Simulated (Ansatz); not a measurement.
Cost and result for the atomization energy of C₂H₆Ga₃N (`C=[C]1[GaH][NH][Ga]1[GaH2]`) (12 atoms, 12 bonds).

```xyz
12

C    -0.648    2.224    0.713
C     0.007    1.265    0.066
Ga    1.470    1.192   -1.259
N     1.325   -0.657   -1.234
Ga   -0.059   -0.724    0.012
Ga   -1.225   -2.670    0.953
H    -1.449    2.014    1.424
H    -0.430    3.284    0.577
H     2.445    2.083   -2.089
H     1.822   -1.382   -1.725
H    -0.730   -3.372    2.275
H    -2.527   -3.258    0.286
```

Total charge 0; spin multiplicity 1. Correlated methods include outer-core shells of Ga, which these sets cover unevenly. Scalar relativity is left out up to krypton. All single points use the PBE0-D4/def2-TZVP geometry. Program: Ansatz. All runs use 2 threads of an AMD EPYC 7R13 on a shared host and a share of an NVIDIA H100 80 GB. Times are those of one run each, without the atoms' runs, and a repeat can differ threefold. Electronic energies, without spin–orbit coupling; frozen cores. CCSD(T)/CBS adds CCSD(T) − MP2 in def2-TZVPP to the MP2 limit, and its time is that of the two runs behind it. T1 = 0.016. With those shells the extrapolation isn't a true limit.

CCSD(T)/CBS is a level of theory with its own doubt, some kJ/mol a heavy atom from the limit and from the frozen cores, so smaller differences don't rank the functionals.

| level | functions | wall time |
| --- | --- | --- |
| CCSD(T)/def2-SVP | 168 | 3.4 s |
| CAM-B3LYP-D4/def2-TZVPP | 321 | 4.1 s |
| BHLYP-D4/def2-TZVPP | 321 | 4.2 s |
| B2PLYP/def2-TZVPP | 321 | 4.2 s |
| r2SCANh-D4/def2-TZVPP | 321 | 4.2 s |
| LDA (SPW92)/def2-TZVPP | 321 | 6 s |
| PBE-D4/def2-TZVPP (with forces) | 321 | 6 s |
| BLYP-D4/def2-TZVPP | 321 | 6 s |
| ωB97X-V/def2-TZVPP | 321 | 6.5 s |
| B97M-V/def2-TZVPP | 321 | 9 s |
| MP2/def2-QZVPP | 618 | 13 s |
| CCSD(T)/def2-TZVPP | 321 | 16 s |
| CCSD(T)/CBS(def2) | – | 29 s |

Problem. What atomization energy does each give, and how far from CCSD(T)/CBS? (An estimate is asked.)

Solution. Ansatz gave: 
```json
{"level": "CCSD(T)/def2-SVP", "atomization (kcal/mol)": "855.2", "difference from CCSD(T)/CBS": "-55.6", "per bond": "-4.6"}
{"level": "CAM-B3LYP-D4/def2-TZVPP", "atomization (kcal/mol)": "902.9", "difference from CCSD(T)/CBS": "-7.9", "per bond": "-0.7"}
{"level": "BHLYP-D4/def2-TZVPP", "atomization (kcal/mol)": "872.3", "difference from CCSD(T)/CBS": "-38.5", "per bond": "-3.2"}
{"level": "B2PLYP/def2-TZVPP", "atomization (kcal/mol)": "892.2", "difference from CCSD(T)/CBS": "-18.6", "per bond": "-1.6"}
{"level": "r2SCANh-D4/def2-TZVPP", "atomization (kcal/mol)": "904.1", "difference from CCSD(T)/CBS": "-6.7", "per bond": "-0.6"}
{"level": "LDA (SPW92)/def2-TZVPP", "atomization (kcal/mol)": "1046.8", "difference from CCSD(T)/CBS": "136.0", "per bond": "11.3"}
{"level": "PBE-D4/def2-TZVPP (with forces)", "atomization (kcal/mol)": "922.3", "difference from CCSD(T)/CBS": "11.5", "per bond": "1.0"}
{"level": "BLYP-D4/def2-TZVPP", "atomization (kcal/mol)": "894.5", "difference from CCSD(T)/CBS": "-16.3", "per bond": "-1.4"}
{"level": "ωB97X-V/def2-TZVPP", "atomization (kcal/mol)": "908.8", "difference from CCSD(T)/CBS": "-2.0", "per bond": "-0.2"}
{"level": "B97M-V/def2-TZVPP", "atomization (kcal/mol)": "909.7", "difference from CCSD(T)/CBS": "-1.1", "per bond": "-0.1"}
{"level": "MP2/def2-QZVPP", "atomization (kcal/mol)": "919.7", "difference from CCSD(T)/CBS": "8.9", "per bond": "0.7"}
{"level": "CCSD(T)/def2-TZVPP", "atomization (kcal/mol)": "891.1", "difference from CCSD(T)/CBS": "-19.7", "per bond": "-1.6"}
{"level": "CCSD(T)/CBS(def2)", "atomization (kcal/mol)": "910.8", "difference from CCSD(T)/CBS": "0.0", "per bond": "0.0"}
```

From PBE to PBE0 (25 % exact exchange), in def2-TZVPP and without D4, the atomization energy moves by −15.2 kcal/mol: exact exchange takes away binding that semilocal exchange gives to molecules. In def2-TZVPP, CCSD(T) changes the Hartree–Fock value by +266.3 kcal/mol (the triples alone add +19.0 kcal/mol) and MP2 by +283.3 kcal/mol; breaking electron pairs costs correlation energy, which Hartree–Fock lacks. The D4 term adds +14.1 kcal/mol with B3LYP and +7.5 kcal/mol with PBE0; it sums over pairs of atoms, weighted by their polarisabilities, and B3LYP, whose exchange is more repulsive, gets the larger term.

B3LYP here is the variant with VWN-RPA as its local correlation; programs differ in this.
